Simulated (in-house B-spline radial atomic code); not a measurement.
How numerical settings move a run on Se⁺, [Ar] 3d10 4s2 4p3. Computed with an all-electron radial atomic-structure program (B-spline basis): non-relativistic PBE, spherical fractional occupations, point nucleus.

Command:
```bash
python run_scf.py task.json out
```
Settings of the sound reference run:
```
Z                34
electrons        33
configuration    [Ar] 3d10 4s2 4p3
hamiltonian      nr
method           pbe,pbe
spin_polarised   False
knot_spacing     0.22
spline_order     8
gauss_points     12
box_radius       35.29
max_iterations   70
damping          0.5
damped_steps     3
diis_vectors     10
tolerance        1e-08
start            Thomas-Fermi
```

Run time, properties included: 0.24 s on 1 thread of Arm Neoverse N1, with other jobs on the host.

It converges in 9 iterations to -2400.756405 hartree, with 4p at -15.4229 eV. The other runs change the listed settings, some to values that make no sense; their results aren't properties of the atom or ion. Radii are in bohr (the nuclear one in fm), a minus after a letter asks for a j subshell, and «unchanged» means within 1e-8 hartree. The run stops when the residual is below 10 × tolerance × max(1, Z/10), or a noise floor if that is larger, and the energy moves by less than 1e-8 × √|E| hartree; so very loose and very tight tolerances often act alike.

```tsv
changed settings	outcome
start = bare nucleus	converged in 11 iterations, energy unchanged, 4p level -7.7e-06 eV
gauss_points = 3	converged in 10 iterations, energy -4.78e+05 hartree from the reference, 4p level +2.7e+00 eV
electrons = 41, configuration = [Ar] 3d10 4s2 4p3 6s2 6p6, max_iterations = 50	not converged after 50 iterations, last residual 1.1e-02
knot_spacing = 0.1	converged in 9 iterations, energy -1.26e-06 hartree from the reference, 4p level -2.2e-06 eV
knot_spacing = 0.75	converged in 9 iterations, energy +2.07e+00 hartree from the reference, 4p level -5.1e-02 eV (the program warns: 3s reaches the box edge)
knot_spacing = 1.4, max_iterations = 60, damped_steps = 8, diis_vectors = 2	converged in 12 iterations, energy +1.42e+02 hartree from the reference, 4p level -1.8e+00 eV (the program warns: 4p reaches the box edge; 1s reaches the box edge)
knot_spacing = 2, spline_order = 7, gauss_points = 4, max_iterations = 50, damped_steps = 30	converged in 17 iterations, energy +1.32e+02 hartree from the reference, 4p level -6.4e+00 eV (the program warns: 4p reaches the box edge; 2s reaches the box edge)
knot_spacing = 0.4	converged in 9 iterations, energy +3.38e-04 hartree from the reference, 4p level -6.7e-04 eV
spline_order = 6, max_iterations = 100, damped_steps = 8, diis_vectors = 0, start = bare nucleus	converged in 22 iterations, energy +1.02e-06 hartree from the reference, 4p level -8.8e-06 eV
gauss_points = 4	converged in 9 iterations, energy -3.22e-07 hartree from the reference
gauss_points = 5	converged in 9 iterations, energy -1.04e-08 hartree from the reference
knot_spacing = 0.1, spline_order = 3, max_iterations = 75, damped_steps = 30	converged in 17 iterations, energy +2.30e-03 hartree from the reference, 4p level -5.4e-05 eV
knot_spacing = 1	converged in 9 iterations, energy +7.85e+00 hartree from the reference, 4p level -3.8e-01 eV (the program warns: 3s reaches the box edge; 3p reaches the box edge)
box_radius = 7.06, max_iterations = 60, start = bare nucleus	converged in 11 iterations, energy +6.47e-04 hartree from the reference, 4p level +3.3e-02 eV (the program warns: 4p reaches the box edge; 4s reaches the box edge)
```

**Question.** What happens with knot_spacing = 1.4?

**Answer.** Converged in 9 iterations, energy +1.42e+02 hartree from the reference, 4p level -1.8e+00 eV (the program warns: 4p reaches the box edge; 1s reaches the box edge).

**Question.** What happens with knot_spacing = 0.3?

**Answer.** Converged in 9 iterations, energy +9.95e-06 hartree from the reference, 4p level +3.3e-05 eV.

**Question.** What happens with knot_spacing = 2?

**Answer.** Converged in 9 iterations, energy +1.94e+02 hartree from the reference, 4p level -8.2e+00 eV (the program warns: 4p reaches the box edge; 2s reaches the box edge).

**Question.** What happens with hamiltonian = dirac, method = revtpss,revtpss, nucleus = fermi, rms_radius = 4.14, mass_number = 80, atomic_mass = 79.91652, speed_of_light = 137.036?

**Answer.** Stopped with error: meta-GGAs are not served with the Dirac Hamiltonian.
